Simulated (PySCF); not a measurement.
# SMILES C=C(/C=C/C)C(=O)O, C6H8O2

Geometry (Å), atoms numbered from 1 in this order:
```xyz
16

C     1.696    0.153    1.640
C     0.952    0.188    0.528
C    -0.464   -0.144    0.548
C    -1.273   -0.226   -0.506
C    -2.715   -0.587   -0.420
C     1.587    0.614   -0.747
O     1.037    1.164   -1.668
O     2.900    0.334   -0.784
H     1.266   -0.124    2.588
H     2.742    0.404    1.632
H    -0.856   -0.360    1.535
H    -0.904   -0.017   -1.499
H    -3.325    0.213   -0.838
H    -3.020   -0.765    0.609
H    -2.909   -1.485   -1.008
H     3.277    0.647   -1.622
```

Method: GIAO B3LYP/pcSseg-1 magnetisability, rotational g tensor and spin-rotation constants, non-relativistic, gas phase (PySCF 2.14.0). Geometry: GFN2-xTB.

**Question.** Give the nuclear spin-rotation constants along the inertial axes (H = +C I·J) beside the isotropic shieldings.

**Answer.** Rotational constants 3.7295, 1.3104, 1.0089 GHz. A star marks the isotopologue with that one atom substituted, in its own axes.
| atom | isotope | Caa (kHz) | Cbb (kHz) | Ccc (kHz) | mean (kHz) | σ (ppm) |
| --- | --- | --- | --- | --- | --- | --- |
| H9 | 1H | -0.239 | 0.080 | -0.123 | -0.094 | 26.1 |
| H10 | 1H | 0.369 | -0.127 | -0.119 | 0.041 | 25.6 |
| H11 | 1H | -0.188 | 0.077 | -0.122 | -0.078 | 25.7 |
| H12 | 1H | -0.227 | 0.095 | -0.105 | -0.079 | 24.7 |
| H13 | 1H | -0.303 | -0.083 | -0.039 | -0.142 | 29.6 |
| H14 | 1H | -0.310 | 0.014 | -0.120 | -0.138 | 30.1 |
| H15 | 1H | -0.325 | -0.126 | -0.002 | -0.151 | 29.8 |
| H16 | 1H | -0.219 | 0.037 | -0.139 | -0.107 | 25.8 |
| C1 | 13C* | 1.597 | 0.494 | 0.153 | 0.748 | 50.4 |
| C2 | 13C* | 1.708 | 0.538 | 0.161 | 0.802 | 37.1 |
| C3 | 13C* | 1.533 | 0.492 | 0.194 | 0.740 | 48.0 |
| C4 | 13C* | 1.792 | 0.539 | 0.139 | 0.823 | 36.9 |
| C5 | 13C* | 0.519 | 0.220 | 0.163 | 0.301 | 158.2 |
| C6 | 13C* | 1.828 | 0.473 | 0.297 | 0.866 | 9.5 |
| O7 | 17O* | -1.773 | -0.740 | -0.188 | -0.900 | -103.2 |
| O8 | 17O* | -0.534 | -0.439 | -0.201 | -0.391 | 119.3 |

For the geometry as given, no vibrational averaging.

**Question.** How do the rotational constants and the g tensor change when H9, H10, H11, H12, H13, H14, H15, H16 are replaced by deuterium?

**Answer.** Constants 3.2108, 1.1340, 0.8731 GHz; g -0.0401, -0.0160, 0.0001, against -0.0467, -0.0183, 0.0001 before.
